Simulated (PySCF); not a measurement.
## Unknown compound

The spectra below were simulated for a compound C$_{2}$H$_{12}$OSi$_{3}$.

$^{1}$H NMR (400 MHz, computed): δ 4.24 (m, 1H), 3.51 (s, 3H), 3.44 (d, 6H), 3.25 (d, 2H).

$^{13}$C{$^{1}$H} NMR (computed): δ 64.9 (CH3), 63.4 (CH2).

Gas phase, rapidly exchanging positions averaged, non-relativistic, one conformer. Structure optimised with GFN2-xTB; σ from GIAO-PBE0/pcSseg-1; PySCF 2.14.0 with density-fitted response routines.

δ = σ(ref) − σ, references computed at the same level: $^{1}$H (31.72 ppm), $^{13}$C (186.93 ppm) vs TMS.

Task: Which candidate is it?
A. COC[SiH]([SiH3])[SiH3]
B. OCC([SiH3])([SiH3])[SiH3]
C. [SiH3]OCC([SiH3])[SiH3]
D. CCO[SiH]([SiH3])[SiH3]
E. C[SiH](C)O[SiH2][SiH3]

Result: A. 

The formula gives 0 degrees of unsaturation. 2 carbon signals for 2 carbons: no two carbons are equivalent. Carbon types of the structure: 1 × CH2, 1 × CH3, leaving 7 H on heteroatoms. δC 64.9: methyl carbon bonded to O; the inductive effect lowers its shielding. δC 63.4: sp3 CH2 bonded to O and Si; pulled downfield by the heteroatom. δH 3.51: hydrogen on a methyl carbon bonded to O; its carbon carries O, which withdraws density. δH 3.44: hydrogen on a silicon bonded to Si. δH 3.25: hydrogen on an sp3 CH2 bonded to O and Si; its carbon carries O, hence the downfield position.

The others: CCO[SiH]([SiH3])[SiH3] has carbons computed at 65.5, 20.9; OCC([SiH3])([SiH3])[SiH3] would give 2 signals for carbon-bound and other non-exchanging H, not 4; C[SiH](C)O[SiH2][SiH3] would give 1 carbon signal, not 2; [SiH3]OCC([SiH3])[SiH3] has carbons computed at 68.2, 9.1, with a different DEPT pattern.

Shifts are as computed. Against solution values, carbons near 30 ppm lie about +3 ppm off and those near 130 ppm about +5 ppm. Of 1309 compounds with measured shifts, 239 miss one by over three times the rms of a fit or turn the order of signals round; such compounds aren't used in these exercises. Multiplicities follow the n + 1 count of equivalent neighbours, as no J values were calculated; m marks all less simple cases, F and P coupling included.
